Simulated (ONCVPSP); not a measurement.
## Logarithmic derivatives: copper (Cu), ONCV

copper (Cu), optimised norm-conserving Vanderbilt (ONCV), made with ONCVPSP 4.0.1 (PBE, scalar-relativistic). Core [Ne], reference 3s2 3p6 3d10 4s1. Waves: 3s+4s: rc 1.20 bohr, ncon 4, nbas 9, qcut 8.4 1/bohr, 2 projectors; 3p: rc 0.90 bohr, ncon 4, nbas 7, qcut 18.3 1/bohr, 2 projectors, debl 2.9 Ha; 3d: rc 1.45 bohr, ncon 3, nbas 8, qcut 11.4 1/bohr, 2 projectors, debl 2.8 Ha. Local part: polynomial inside 0.70 bohr (lpopt 5, dvloc0 0 Ha). Core correction: Teter function, fcfact 2.25, rcfact 1.

The phase is arctan(r·R′/R) of the radial function R(r), unwrapped; energies in Ha, scanned from -6 to 5 Ha. A pole is an energy at which the radial function vanishes at the test radius. The pseudo phase is shifted by a multiple of π to meet the all-electron one at the reference energy, and phase errors are pseudo minus all-electron; the curves can meet again beyond the range given. Levels narrower than the energy grid can be missing from the lists of poles.

```csv
channel,radius (bohr),reference energy (Ha),"poles, all-electron","poles, pseudo",unbroken range about the reference energy with phases within 0.05 rad,phase error 1 Ha above the reference energy (rad)
s,1.21,-0.17,-3.52,-3.52,the whole range,-0.000
p,0.91,-2.65,0.94,0.94,the whole range,+0.000
d,1.47,-0.19,0.34,0.34,the whole range,-0.000
```

Phases in the s channel:

| E (Ha) | all-electron | pseudo |
| --- | --- | --- |
| -5.96 | 0.896 | 0.895 |
| -5.40 | 0.484 | 0.484 |
| -4.84 | -0.583 | -0.583 |
| -4.28 | -1.278 | -1.278 |
| -3.72 | -1.519 | -1.519 |
| -3.16 | -1.639 | -1.639 |
| -2.60 | -1.718 | -1.718 |
| -2.04 | -1.782 | -1.783 |
| -1.48 | -1.843 | -1.843 |
| -0.92 | -1.907 | -1.907 |
| -0.36 | -1.983 | -1.983 |
| 0.20 | -2.079 | -2.079 |
| 0.76 | -2.212 | -2.212 |
| 1.32 | -2.409 | -2.410 |
| 1.88 | -2.709 | -2.712 |
| 2.44 | -3.128 | -3.134 |
| 3.00 | -3.567 | -3.576 |
| 3.56 | -3.900 | -3.910 |
| 4.12 | -4.118 | -4.128 |
| 4.68 | -4.261 | -4.271 |
